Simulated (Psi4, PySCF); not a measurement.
The Psi4 input:
```
memory 2 GB

molecule {
0 2
  P     0.00300800   -0.00080054    0.11434732
  H    -0.02238001    1.00221204   -0.85063528
  H    -0.02274002   -0.99020401   -0.86457453
}

set basis 6-311g**
set reference uks
set scf_type pk
set puream true
set d_convergence 1e-8
set dft_radial_points 99
set dft_spherical_points 590

energy('pbe')
print_variables()
```

**Question.** Write the same job for PySCF.

**Answer.** Several could match; the one computed here: 
```python
from pyscf import gto, scf, dft

mol = gto.M(
    atom='''
P     0.003008   -0.000801    0.114347
H    -0.022380    1.002212   -0.850635
H    -0.022740   -0.990204   -0.864575
''',
    basis='6-311g**',
    charge=0,
    spin=1,
    verbose=4,
)

mf = dft.UKS(mol)
mf.xc = 'pbe'
mf.grids.atom_grid = (99, 590)
mf.grids.prune = None
mf.kernel()
```

Both were run: Psi4 gave -342.343536 Eh and PySCF -342.343536 Eh, 0.000 mEh apart.
